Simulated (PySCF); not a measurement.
Match each property card to its molecule.

Structures:
1. `O=S([N-]S(=O)(=O)C)(=O)C`
2. `C[C@@H](CF)[Si@]1(C)C[C@H](F)C1`
3. `C#CC=C`

Card P (geometry GFN2-xTB):
- Rotational constants A, B, C: 1.837, 0.627, 0.616 GHz
- Isotropic shieldings of nuclei other than C and H, by class (GIAO PBE0/pcSseg-1): 335 (1 F), 422 (1 F), 360 (1 Si) ppm
- Dipole moment (PBE0/pcSseg-1): 1.86 D
- HOMO energy (PBE0/pcSseg-1): -7.80 eV
- Point group: C1
- 13C chemical shifts (computed TMS as zero) by class (GIAO PBE0/pcSseg-1): 90.0 (1 C), 87.5 (1 C), 30.9 (1 C), 28.3 (1 C), 27.3 (1 C), 14.2 (1 C), -1.9 (1 C) ppm

Card Q (geometry GFN2-xTB):
- Rotational constants A, B, C: 50.415, 4.848, 4.423 GHz
- 13C chemical shifts (computed TMS as zero) by class (GIAO PBE0/pcSseg-1): 138.4 (1 C), 124.4 (1 C), 89.2 (1 C), 87.1 (1 C) ppm
- HOMO energy (PBE0/pcSseg-1): -7.21 eV
- Point group: Cs
- Largest of the computed one-bond spin–spin couplings (means over like bonds) (B3LYP/pcJ-1): 13C–1H +266.2, 13C–13C +211.9, 13C–1H +168.9, 13C–1H +168.2, 13C–1H +167.2, 13C–13C +96.7, 13C–13C +83.7 Hz
- Dipole moment (PBE0/pcSseg-1): 0.43 D

Card R (geometry GFN2-xTB):
* Rotational constants A, B, C: 2.414, 0.960, 0.915 GHz
* HOMO energy (PBE0/pcSseg-1): -3.42 eV
* Point group: C2
* 13C chemical shifts (computed TMS as zero) by class (GIAO PBE0/pcSseg-1): 48.0 (2 C) ppm

Each SMILES stands for a single optimised conformer of the isolated species, non-relativistic unless stated. Electronic properties by PySCF. NMR classes are plain means over equivalent atoms (diastereotopic ones count apart unless rotation or inversion swaps them), as if these changed places fast.

**Question.** Which card belongs to which structure?

**Answer.** P = 2, Q = 3, R = 1. What ties each card to its structure:
- 1 (card R), [C2H6NO4S2]-, monoisotopic mass 172.0 u, 9 heavy atoms: 2 C in 1 class; point group C2; a HOMO at -3.42 eV for the only species of charge -1; an asymmetric top with C = 0.915 GHz.
- 2 (card P), C7H14F2Si, monoisotopic mass 164.1 u, 10 heavy atoms: 7 C in 7 classes; point group C1; the least shielded carbon (90.0 ppm) is an sp3 C–F carbon; an asymmetric top with C = 0.616 GHz, the lowest such constant on the cards; dipole 1.86 D.
- 3 (card Q), C4H4, monoisotopic mass 52.0 u, 4 heavy atoms: 4 C in 4 classes; point group Cs; the least shielded carbon (138.4 ppm) is a terminal =CH2 carbon; an asymmetric top with C = 4.423 GHz, the highest such constant on the cards; dipole 0.43 D.
